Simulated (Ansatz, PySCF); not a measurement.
C2H5 (SMILES [CH2]C), doublet, geometry from GFN2-xTB. Base run: MP2/cc-pVDZ in PySCF.

PySCF was given this input:
```python
from pyscf import gto, scf, mp

mol = gto.Mole()
mol.atom = '''
    C     0.776639   -0.108025   -0.026089
    C    -0.679178    0.098557    0.005015
    H     1.445869    0.690591    0.226322
    H     1.184905   -1.087008   -0.181906
    H    -1.085918   -0.072996    1.012042
    H    -0.938840    1.121188   -0.267949
    H    -1.190783   -0.594965   -0.662065
'''
mol.basis = 'cc-pvdz'
mol.charge = 0
mol.spin = 1
mol.verbose = 3
mol.build()

mf = scf.UHF(mol)
mf.kernel()

pt = mp.MP2(mf)
pt.kernel()
print('E(MP2) = %.10f' % pt.e_tot)
```

The same geometry, method and basis name were run in Ansatz (a quantum-chemistry and plane-wave program) and PySCF, at each program's defaults and at the settings that a row names. The base is PySCF at its defaults. Differences at the defaults can come from grids, fitting, cores and function types together.

```json
[
 {"code and settings": "PySCF, defaults (exact integrals, spherical functions, all electrons correlated)", "ΔE vs base (mEh)": "0.000", "basis functions": "53", "E (Eh)": "-78.87603", "SCF cycles": "12", "SCF-reference dipole (D)": "0.17"},
 {"code and settings": "Ansatz, defaults (factorised integrals, spherical functions, frozen core)", "ΔE vs base (mEh)": "5.211", "basis functions": "53", "E (Eh)": "-78.87082", "SCF cycles": "-", "SCF-reference dipole (D)": "-"},
 {"code and settings": "PySCF, frozen core", "ΔE vs base (mEh)": "5.210", "basis functions": "53", "E (Eh)": "-78.87082", "SCF cycles": "12", "SCF-reference dipole (D)": "0.17"},
 {"code and settings": "Ansatz, high accuracy, frozen core", "ΔE vs base (mEh)": "5.210", "basis functions": "53", "E (Eh)": "-78.87082", "SCF cycles": "-", "SCF-reference dipole (D)": "-"}
]
```

Open shells are given as the SCF converged; they aren't shown to be the lowest states, and a large step between rows can be another state.
